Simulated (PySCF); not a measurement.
Bonds (- single, = double, # triple, : aromatic): C1-C2, C2-C3, C2-C4, C2-C5, C5#C6, C6-C7, C7=C8, C8-C9, C9-Si10, Si10-C7. C1 carries H11, H12, H13; C3 carries H14, H15, H16; C4 carries H17, H18, H19; C8 carries H20; C9 carries H21, H22; Si10 carries H23, H24.

[PySCF: σ from GIAO-PBE0/pcSseg-1; geometry: GFN2-xTB; one conformer; averaged over atoms made equivalent by symmetry, fast rotation or ring inversion; isolated molecule; non-relativistic]

Chemical shifts δ = σref − σ; TMS for ¹³C (186.93 ppm), ¹H (31.72 ppm), ²⁹Si (349.16 ppm), all at this level.

```json
{"atoms": "C7", "nucleus": "¹³C", "count": "1", "δ (ppm)": "135.8"}
{"atoms": "H11/H12/H13/H14/H15/H16/H17/H18/H19", "nucleus": "¹H", "count": "9", "δ (ppm)": "1.29"}
{"atoms": "Si10", "nucleus": "²⁹Si", "count": "1", "δ (ppm)": "?"}
{"atoms": "H21/H22", "nucleus": "¹H", "count": "2", "δ (ppm)": "?"}
{"atoms": "H20", "nucleus": "¹H", "count": "1", "δ (ppm)": "7.14"}
{"atoms": "H23/H24", "nucleus": "¹H", "count": "2", "δ (ppm)": "5.02"}
{"atoms": "C2", "nucleus": "¹³C", "count": "1", "δ (ppm)": "28.9"}
{"atoms": "C9", "nucleus": "¹³C", "count": "1", "δ (ppm)": "18.5"}
{"atoms": "C5", "nucleus": "¹³C", "count": "1", "δ (ppm)": "?"}
{"atoms": "C8", "nucleus": "¹³C", "count": "1", "δ (ppm)": "163.5"}
{"atoms": "C6", "nucleus": "¹³C", "count": "1", "δ (ppm)": "?"}
{"atoms": "C1/C3/C4", "nucleus": "¹³C", "count": "3", "δ (ppm)": "32.9"}
```

Question: Estimate the values marked ?.

Answer: 
- C5: 110.9 ppm, alkyne carbon
- C6: 85.0 ppm, alkyne carbon; sp carbons lie upfield of alkene carbons because the cylindrical π system leaves one tensor component strongly shielded
- H21/H22: 1.90 ppm, hydrogen on an allylic sp3 CH2 bonded to Si; allylic position
- Si10: -35.6 ppm, silicon bonded to 2 C, 2 H, in a 4-membered ring

Shifts are as computed. Against solution values, carbons near 30 ppm lie about +3 ppm off and those near 130 ppm about +5 ppm. Of 1309 compounds with measured shifts, 239 miss one by over three times the rms of a fit or turn the order of signals round; such compounds aren't used in these exercises.
